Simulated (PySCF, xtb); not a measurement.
GeF₄, SMILES [F][Ge]([F])([F])[F].

Harmonic wavenumbers (cm⁻¹) from GFN2-xTB (xtb 6.7.1) at its own minimum, in rising order: 132, 132, 185, 186, 186, 484, 584, 584, 584.

What does PBE0-D3(BJ)/def2-SVP (PySCF 2.14.0) give at its own minimum? (The exact figures need the calculation; the answer reports its results.)

197, 197, 266, 266, 266, 725, 809, 809, 809. Paired by order, the mean absolute difference is 143 cm⁻¹ and the zero-point energies are 4.4 and 6.2 kcal/mol.
